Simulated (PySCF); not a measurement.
CH6AlFOSi, SMILES [CH3][Al]([F])[O][SiH3]. Atoms are numbered in the order given.

```xyz
11

Al     0.1353     0.3337     0.9005
F     -0.8310    -0.4391     2.0148
C      1.3447     1.7227     1.4781
H      1.9075     2.1577     0.6390
H      2.0678     1.3278     2.2102
H      0.7940     2.5333     1.9822
O     -0.0115    -0.1660    -0.7074
Si    -0.3928    -0.8682    -2.1480
H      0.1161    -0.0258    -3.2723
H     -1.8738    -1.0097    -2.2917
H      0.2316    -2.2227    -2.2455
```
Charge 0, spin multiplicity 1.

The structure is a stationary point at PBE0-D3(BJ)/def2-SVP. The values are those of a single conformer.

Computed with PySCF with PBE/pcSseg-1.

GIAO shieldings, no solvent; atoms alike by connectivity are averaged. δ = σ(ref) − σ: ¹⁹F against CFCl3 (σ = 133.6 ppm); ¹³C against TMS (σ = 182.0 ppm); ¹H against TMS (σ = 31.49 ppm); ¹⁷O against H2O (σ = 334.3 ppm); ²⁹Si against TMS (σ = 335.4 ppm), references at their B3LYP-D3(BJ)/def2-TZVP geometries, non-relativistic.

```
atoms         nucleus  count  δ (ppm)
------------  -------  -----  -------
F2                ¹⁹F      1        ?
C3                ¹³C      1    -17.7
H9, H10, H11       ¹H      3     5.63
H4, H5, H6         ¹H      3    -0.07
O7                ¹⁷O      1        ?
Si8              ²⁹Si      1        ?
```

Fill in the missing entries. (Estimate from the structure and the level; the computed values follow.)


- O7, δ (ppm): 45.8
- F2, δ (ppm): -177.1
- Si8, δ (ppm): -42.2
